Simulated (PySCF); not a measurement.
SMILES C[CH]CC(C)O, doublet at its GFN2-xTB optimised geometry (Å):

```
17

C     -0.3559     1.3739     0.0000
C      0.3464     0.0727     0.0000
C     -0.3527    -1.1846    -0.3305
C     -0.4323    -1.4355    -1.8596
C     -1.2861    -2.6646    -2.1687
O      0.8912    -1.5983    -2.3239
H     -0.2397     1.8957    -0.9591
H      0.0546     2.0370     0.7632
H     -1.4222     1.2440     0.1792
H      1.4222     0.0727     0.0000
H      0.1770    -2.0370     0.1000
H     -1.3773    -1.1647     0.0495
H     -0.8855    -0.5499    -2.3363
H     -1.3360    -2.8330    -3.2442
H     -0.8517    -3.5445    -1.6994
H     -2.2970    -2.5276    -1.7949
H      0.8672    -1.8308    -3.2582
```

Calculation: PySCF 2.14.0 with unrestricted B3LYP/def2-SVP.

Map of the log10 of the electron density (e/bohr³), floored at −4 on the plane z = 1.2 Å:

```
|0000000000000000000000000000000|
|0000000000000000000000000000000|
|0000000000000000000000000000000|
|0000000000000112110000000000000|
|0000000000012333332100000000000|
|0000000000123455543200000000000|
|0000000001235677765310000000000|
|0000000123346789876420000000000|
|0000000234457899986421000000000|
|0000001245567899986421000000000|
|0000001345667899876431000000000|
|0000001345677788765432100000000|
|0000001345666777766543210000000|
|0000001234556677776654320000000|
|0000000123445677877654321000000|
|0000000123345677877655321000000|
|0000000123345667777654320000000|
|0000000234455566766544210000000|
|0000001234555566665443200000000|
|0000001234555555554332000000000|
|0000001234555555554321000000000|
|0000000123444555554310000000000|
|0000000122334455554210000000000|
|0000000011223445543210000000000|
|0000000000112344432100000000000|
|0000000000001223321000000000000|
|0000000000000011110000000000000|
|0000000000000000000000000000000|
|0000000000000000000000000000000|
|0000000000000000000000000000000|
|0000000000000000000000000000000|
```
Scale: ten equal steps from -4.00 (start of '0') to -1.20 (end of '9'), in the order '0123456789'; x runs from -4.50 to 4.50, y from -4.50 (bottom) to 4.50 (top).
